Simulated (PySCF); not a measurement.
C6H14, charge +1, doublet, at a GFN2-xTB geometry of the parent state (a state made from the parent by changing its charge; the spin is typed, not shown lowest); PySCF with HF/3-21G.

The PySCF input:
```python
from pyscf import gto, scf

mol = gto.M(
    atom='''
C     2.844660    0.875284   -0.363333
C     1.834965    0.041423    0.415963
C     0.454312    0.064508   -0.235878
C    -0.560375   -0.762179    0.550952
C    -1.926619   -0.855497   -0.129382
C    -2.668120    0.475553   -0.174291
H     2.948184    0.497893   -1.378536
H     2.522611    1.913176   -0.416410
H     3.820599    0.843247    0.115703
H     2.188230   -0.990690    0.477858
H     1.757957    0.425177    1.436054
H     0.114427    1.099229   -0.304934
H     0.529932   -0.330339   -1.252127
H    -0.683510   -0.330329    1.547158
H    -0.163982   -1.773062    0.677887
H    -1.797000   -1.232778   -1.146484
H    -2.537362   -1.579826    0.415310
H    -2.774041    0.885533    0.827937
H    -3.661875    0.339937   -0.595508
H    -2.137105    1.198278   -0.788088
''',
    basis='3-21g',
    charge=1,
    spin=1,
    verbose=4,
)

mf = scf.ROHF(mol)
mf.kernel()
```

The log (banner, timings and long lists left out):

```
PySCF version 2.14.0

[INPUT] verbose = 4
[INPUT] num. atoms = 20
[INPUT] num. electrons = 49
[INPUT] charge = 1
[INPUT] spin (= nelec alpha-beta = 2S) = 1
[INPUT] symmetry False subgroup None
[INPUT] Mole.unit = angstrom
[INPUT] Symbol           X                Y                Z      unit          X                Y                Z       unit  Magmom
[INPUT]  1 C      2.844660000000   0.875284000000  -0.363333000000 AA    5.375628317505   1.654047041214  -0.686599862017 Bohr   0.0
[INPUT]  2 C      1.834965000000   0.041423000000   0.415963000000 AA    3.467581298163   0.078278125258   0.786056147952 Bohr   0.0
[INPUT]  3 C      0.454312000000   0.064508000000  -0.235878000000 AA    0.858525255103   0.121902452843  -0.445744818810 Bohr   0.0
[INPUT]  4 C     -0.560375000000  -0.762179000000   0.550952000000 AA   -1.058955277053  -1.440309567895   1.041148387781 Bohr   0.0
[INPUT]  5 C     -1.926619000000  -0.855497000000  -0.129382000000 AA   -3.640782256383  -1.616655030387  -0.244496545448 Bohr   0.0
[INPUT]  6 C     -2.668120000000   0.475553000000  -0.174291000000 AA   -5.042016067475   0.898664927715  -0.329362255977 Bohr   0.0
[INPUT]  7 H      2.948184000000   0.497893000000  -1.378536000000 AA    5.571260324825   0.940881409338  -2.605055492853 Bohr   0.0
[INPUT]  8 H      2.522611000000   1.913176000000  -0.416410000000 AA    4.767043908815   3.615378668091  -0.786900855530 Bohr   0.0
[INPUT]  9 H      3.820599000000   0.843247000000   0.115703000000 AA    7.219885741787   1.593505885361   0.218646981791 Bohr   0.0
[INPUT] 10 H      2.188230000000  -0.990690000000   0.477858000000 AA    4.135155397557  -1.872132774345   0.903020746432 Bohr   0.0
[INPUT] 11 H      1.757957000000   0.425177000000   1.436054000000 AA    3.322057268762   0.803468084464   2.713748760086 Bohr   0.0
[INPUT] 12 H      0.114427000000   1.099229000000  -0.304934000000 AA    0.216235691256   2.077241758180  -0.576241746068 Bohr   0.0
[INPUT] 13 H      0.529932000000  -0.330339000000  -1.252127000000 AA    1.001426344643  -0.624250238263  -2.366177103173 Bohr   0.0
[INPUT] 14 H     -0.683510000000  -0.330329000000   1.547158000000 AA   -1.291646703401  -0.624231341001   2.923704891430 Bohr   0.0
[INPUT] 15 H     -0.163982000000  -1.773062000000   0.677887000000 AA   -0.309881069358  -3.350601581874   1.281020773403 Bohr   0.0
[INPUT] 16 H     -1.797000000000  -1.232778000000  -1.146484000000 AA   -3.395837845843  -2.329612792389  -2.166540766196 Bohr   0.0
[INPUT] 17 H     -2.537362000000  -1.579826000000   0.415310000000 AA   -4.794919258879  -2.985438464467   0.784822156793 Bohr   0.0
[INPUT] 18 H     -2.774041000000   0.885533000000   0.827937000000 AA   -5.242177748315   1.673414844264   1.564574178394 Bohr   0.0
[INPUT] 19 H     -3.661875000000   0.339937000000  -0.595508000000 AA   -6.919940852392   0.642387829606  -1.125347024987 Bohr   0.0
[INPUT] 20 H     -2.137105000000   1.198278000000  -0.788088000000 AA   -4.038543149439   2.264417241092  -1.489270482056 Bohr   0.0

nuclear repulsion = 248.666129213802
number of shells = 58
number of NR pGTOs = 132
number of NR cGTOs = 82
basis = 3-21g
ecp = {}

******** <class 'pyscf.scf.rohf.ROHF'> ********
method = ROHF
initial guess = minao
damping factor = 0
level_shift factor = 0
DIIS = <class 'pyscf.scf.diis.CDIIS'>
diis_start_cycle = 1
diis_space = 8
diis_damp = 0
SCF conv_tol = 1e-09
SCF conv_tol_grad = None
SCF max_cycles = 50
direct_scf = True
direct_scf_tol = 1e-13
num. doubly occ = 24  num. singly occ = 1
Set gradient conv threshold to 3.16228e-05
init E= -234.956225742044
  HOMO = -0.318060148486242  LUMO = 0.169285733597908  gap/eV = 13.26136
cycle= 1 E= -233.580159311884  delta_E= 1.38  |g|= 0.496  |ddm|= 2.58
  HOMO = -0.594485951230211  LUMO = 0.0394619923899393  gap/eV = 17.25060
cycle= 2 E= -233.660282208481  delta_E= -0.0801  |g|= 0.204  |ddm|= 0.625
  HOMO = -0.506805245721545  LUMO = 0.0758529682539217  gap/eV = 15.85494
cycle= 3 E= -233.673748822484  delta_E= -0.0135  |g|= 0.067  |ddm|= 0.182
  HOMO = -0.516021338754517  LUMO = 0.0732253332078892  gap/eV = 16.03422
cycle= 4 E= -233.676128346936  delta_E= -0.00238  |g|= 0.0173  |ddm|= 0.0964
  HOMO = -0.5151393945564  LUMO = 0.0733694754920564  gap/eV = 16.01414
cycle= 5 E= -233.676593231073  delta_E= -0.000465  |g|= 0.0136  |ddm|= 0.0303
  HOMO = -0.516029629903402  LUMO = 0.0725478925470351  gap/eV = 16.01601
cycle= 6 E= -233.676861984138  delta_E= -0.000269  |g|= 0.00463  |ddm|= 0.0349
  HOMO = -0.516573530950541  LUMO = 0.0723245558734051  gap/eV = 16.02473
cycle= 7 E= -233.676924051618  delta_E= -6.21e-05  |g|= 0.00262  |ddm|= 0.0162
  HOMO = -0.516920144763265  LUMO = 0.0721834311691829  gap/eV = 16.03032
cycle= 8 E= -233.676947309171  delta_E= -2.33e-05  |g|= 0.00158  |ddm|= 0.00919
  HOMO = -0.517115673517269  LUMO = 0.0720968872426773  gap/eV = 16.03329
cycle= 9 E= -233.67696436011  delta_E= -1.71e-05  |g|= 0.00115  |ddm|= 0.00897
  HOMO = -0.517356512161703  LUMO = 0.0719637743102539  gap/eV = 16.03622
cycle= 10 E= -233.6769800372  delta_E= -1.57e-05  |g|= 0.000667  |ddm|= 0.0137
  HOMO = -0.517487350641788  LUMO = 0.0719057736407454  gap/eV = 16.03820
cycle= 11 E= -233.676983641247  delta_E= -3.6e-06  |g|= 0.000308  |ddm|= 0.0073
  HOMO = -0.517573113758124  LUMO = 0.0718942732916146  gap/eV = 16.04022
cycle= 12 E= -233.676984431059  delta_E= -7.9e-07  |g|= 0.000179  |ddm|= 0.00275
  HOMO = -0.517578924218892  LUMO = 0.0718835247026801  gap/eV = 16.04009
cycle= 13 E= -233.676984717231  delta_E= -2.86e-07  |g|= 0.000117  |ddm|= 0.00138
  HOMO = -0.51760056678953  LUMO = 0.0718710772220947  gap/eV = 16.04034
cycle= 14 E= -233.676984844107  delta_E= -1.27e-07  |g|= 8.35e-05  |ddm|= 0.00148
  HOMO = -0.517607943078948  LUMO = 0.0718705945617679  gap/eV = 16.04053
cycle= 15 E= -233.676984871056  delta_E= -2.69e-08  |g|= 5.66e-05  |ddm|= 0.000481
  HOMO = -0.517611897081058  LUMO = 0.0718660791502703  gap/eV = 16.04051
cycle= 16 E= -233.676984887033  delta_E= -1.6e-08  |g|= 4.19e-05  |ddm|= 0.000406
  HOMO = -0.517617342013249  LUMO = 0.0718633692686788  gap/eV = 16.04059
cycle= 17 E= -233.676984894294  delta_E= -7.26e-09  |g|= 2.85e-05  |ddm|= 0.000279
  HOMO = -0.517620476744188  LUMO = 0.0718624042450133  gap/eV = 16.04065
cycle= 18 E= -233.676984898116  delta_E= -3.82e-09  |g|= 1.25e-05  |ddm|= 0.000232
  HOMO = -0.51762031413039  LUMO = 0.0718616864118422  gap/eV = 16.04062
cycle= 19 E= -233.67698489953  delta_E= -1.41e-09  |g|= 6.06e-06  |ddm|= 0.000153
  HOMO = -0.517622448253777  LUMO = 0.0718605333578783  gap/eV = 16.04065
cycle= 20 E= -233.676984899937  delta_E= -4.07e-10  |g|= 1.6e-06  |ddm|= 9.48e-05
  HOMO = -0.517622170153946  LUMO = 0.0718606541032054  gap/eV = 16.04064
Extra cycle  E= -233.676984899944  delta_E= -6.65e-12  |g|= 1.11e-06  |ddm|= 4.14e-06
converged SCF energy = -233.676984899944
```
